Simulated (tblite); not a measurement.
Species: C2H9ClGe2O.
Atom-mapped SMILES: `[CH3:1][O:2][GeH2:3][Ge@H:4]([CH3:5])[Cl:6]` (hydrogens: H7, H8, H9 on C1; H10, H11 on Ge3; H12 on Ge4; H13, H14, H15 on C5)

Computed with GFN2-xTB (tblite), gas phase: L-BFGS steps from a force-field or distance-geometry start until the largest atomic force falls under 0.01 eV/Å.

Geometry at step 6:
```
atom  x, y, z in Å
C1      2.3971    0.7956    0.4784
O2      1.7389   -0.4077    0.1538
Ge3     0.5941   -0.5724   -1.1955
Ge4    -1.4853   -1.1418   -0.2143
C5     -2.1702    0.4993    0.6325
Cl6    -1.1972   -2.5895    1.2661
H7      3.3733    0.8342   -0.0144
H8      1.8159    1.6524    0.1309
H9      2.5302    0.8689    1.5699
H10     0.5629    0.7924   -1.8553
H11     1.1928   -1.5709   -2.1553
H12    -2.4779   -1.6493   -1.2513
H13    -2.8925    0.2938    1.4172
H14    -2.6427    1.1665   -0.0882
H15    -1.3438    1.0363    1.1038
```

Problem. What forces act on the atoms?

Solution. 
```tsv
atom	Fx (eV/Å)	Fy (eV/Å)	Fz (eV/Å)
C1	0.102	0.178	-0.006
O2	-0.009	-0.061	0.065
Ge3	0.153	-0.066	-0.020
Ge4	-0.023	0.050	-0.001
C5	-0.192	0.316	0.250
Cl6	-0.129	-0.165	0.092
H7	0.024	-0.023	0.129
H8	0.049	0.160	0.101
H9	-0.079	-0.163	-0.351
H10	0.100	0.061	-0.130
H11	0.188	0.033	-0.106
H12	-0.150	-0.134	0.050
H13	-0.095	-0.067	0.014
H14	0.070	-0.066	0.005
H15	-0.011	-0.055	-0.090
```

The largest, 0.45 eV/Å, acts on C5; the rms over all components is 0.125 eV/Å. The forces sum to zero within rounding, as they must for an isolated molecule in no field.

Problem. Give the force on C5 in Eh/bohr and in nN.

Solution. 0.446 eV/Å ÷ 51.422 = 0.00868 Eh/bohr, and 0.446 eV/Å × 1.602 = 0.72 nN.

Problem. How far is this geometry from the end of the optimisation?

Solution. 0.235 eV above it, and 1.421 Å rms away after alignment. The bonds farthest from their final lengths, with half the difference of the two atoms' forces along the bond (positive lengthens):

```csv
bond,now (Å),final (Å),force along bond (eV/Å)
Ge3–Ge4,2.369,2.415,+0.07
Ge4–Cl6,2.091,2.116,+0.10
Ge3–H11,1.509,1.531,0.00
Ge3–H10,1.516,1.531,+0.08
Ge4–C5,1.970,1.984,+0.19
Ge4–H12,1.523,1.536,+0.05
```

The angle farthest from its final value is Ge4–Ge3–H10, 112.2° against 119.2°.

Of the 6 listed bonds off by 0.010 Å or more, this force points towards the final length in 5.

What follows is the cost of the whole relaxation. The run took 3.1 s of wall time on an Arm Neoverse N1 with one thread, shared host.
